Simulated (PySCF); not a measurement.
C2H7FSi2, SMILES F[SiH2]/C=C\[SiH3].

Geometry: B3LYP-D3(BJ)/def2-SVP. The structure was generated by enumeration; whether it is a known compound was not checked. The values are those of a single conformer.

Calculation: TDA-PBE/def2-SVPD in PySCF.

Vertical excitations. The molecule is in vacuum. State labels are in the subgroup Cs.

```csv
state,symmetry,energy (eV),λ (nm),f,main pairs
S1,A",5.36,231,0.009,HOMO−1→LUMO 99 %
S2,A",5.89,210,0.003,HOMO−2→LUMO 98 %
S3,A',5.91,210,0.236,"HOMO→LUMO 63 %, HOMO−4→LUMO 34 %"
S4,A",6.08,204,0.000,HOMO→LUMO+1 99 %
S5,A',6.40,194,0.017,"HOMO−3→LUMO 50 %, HOMO−1→LUMO+1 48 %"
S6,A',6.47,192,0.027,"HOMO−1→LUMO+1 51 %, HOMO−3→LUMO 46 %"
S7,A",6.93,179,0.000,"HOMO→LUMO+2 54 %, HOMO−5→LUMO 44 %"
S8,A",6.94,179,0.000,"HOMO−5→LUMO 52 %, HOMO→LUMO+2 46 %"
S9,A',7.14,174,0.002,HOMO−2→LUMO+1 89 %
S10,A',7.26,171,0.049,"HOMO−1→LUMO+2 60 %, HOMO−4→LUMO 17 %"
T1,A',3.93,315,0,HOMO→LUMO 96 %
T2,A",4.77,260,0,HOMO−1→LUMO 99 %
T3,A",5.73,216,0,HOMO−2→LUMO 99 %
T4,A",5.95,208,0,HOMO→LUMO+1 99 %
```
Triplets are in the Tamm–Dancoff approximation.
